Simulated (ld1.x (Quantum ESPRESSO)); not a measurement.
**thulium: variants of one TM potential**

Base potential:

Tm (Z = 69), norm-conserving Troullier–Martins (Kleinman–Bylander form), made with ld1.x (Quantum ESPRESSO) 7.5 (LDA (PZ), scalar-relativistic). Core [Kr] 4d10 4f13, reference 5s2 5p6 5d0 6s2 6p0. Waves: 5p (bound): rc 2.10 bohr; 5d (bound, empty): rc 2.05 bohr; 5s (bound): rc 1.55 bohr. Local part: the s channel. Core correction: Bessel-smoothed model core, default radius (core density twice the valence density).

Occupied shells without a wave of their own: 6s. They enter only through the test configuration that unscreens the potential, and ld1.x also counts them in the model core charge.

All-electron outer shells of the reference configuration (LDA (PZ), scalar-relativistic, ld1.x):

```csv
shell,level (eV),outermost node (bohr),outermost maximum (bohr)
4d,-171.45,0.24,0.50
5s,-53.54,0.59,1.10
5p,-27.05,0.64,1.26
6s,-4.04,1.49,3.25
4f,-3.31,–,0.49
6p,-1.17,1.84,4.67
5d,-0.95,0.72,2.12
```

Cutoffs, loose and tight: the cutoffs (Ry, on a coarse ladder) from which the occupation-weighted sum of valence levels, in a spherical-Bessel basis at the reference potential, stays within 10 and 1 mRy of its value at 400 Ry. They do not see the model core or the augmentation charge, which bear on the density cutoff. Test errors are all-electron minus pseudo excitation energies from the reference, over the configurations 5s2 5p6 5d0 6s1 6p0; 5s2 5p6 5d0 6s0 6p0; 5s2 5p6 5d0 6s1.5 6p0; 5s2 5p6 5d0 6s0 6p2; 5s2 5p6 5d0 6s0 6p1; 5s2 5p6 5d0.5 6s1.5 6p0; 5s2 5p5 5d0 6s2 6p0 (two spin-polarised tests are not counted in the largest error). A dash means not determined; rows that change the core or the reference have their own tests.

With those shells counted twice in exchange and correlation these files are broken, and their errors move erratically; no question is asked of them.

The default core radius of the base comes out at 0.98 bohr.

```csv
change,outcome,"cutoff, loose","cutoff, tight",bound ghosts,largest test error (meV)
base,"generated, misses its reference levels by 0.18 eV",60 Ry,100 Ry,none,-1448
core correction none,"generated, misses its reference levels by 0.18 eV",60 Ry,100 Ry,none,-655
core correction Bessel-smoothed model core inside 0.72 bohr,"generated, misses its reference levels by 0.18 eV",60 Ry,100 Ry,none,-1448
core correction Bessel-smoothed model core inside 1.08 bohr,"generated, misses its reference levels by 0.18 eV",60 Ry,100 Ry,none,-1448
core correction Bessel-smoothed model core inside 1.36 bohr,"generated, misses its reference levels by 0.18 eV",60 Ry,100 Ry,none,-1447
core correction Bessel-smoothed model core inside 1.52 bohr,"generated, misses its reference levels by 0.18 eV",60 Ry,100 Ry,none,-1447
core correction Bessel-smoothed model core inside 1.74 bohr,"generated, misses its reference levels by 0.18 eV",60 Ry,100 Ry,none,-1447
```
